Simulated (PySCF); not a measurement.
CHF2, SMILES F[CH]F, multiplicity 2. The structure is a stationary point at B3LYP-D3(BJ)/def2-TZVP. The isomer is the one that the SMILES or the coordinates give; other isomers of the formula were not compared.

Problem. Give the equilibrium geometry at B3LYP-D3(BJ)/def2-TZVP (PySCF confirms it by a frequency run) as a Z-matrix, and its point group. (Estimate from the structure and the level; the computed values follow.)

Solution. point group Cs.
```
C
F 1 1.3294
F 1 1.3294 2 111.26
H 1 1.0891 2 114.16 3 -130.99
```
Charge 0, spin multiplicity 2.
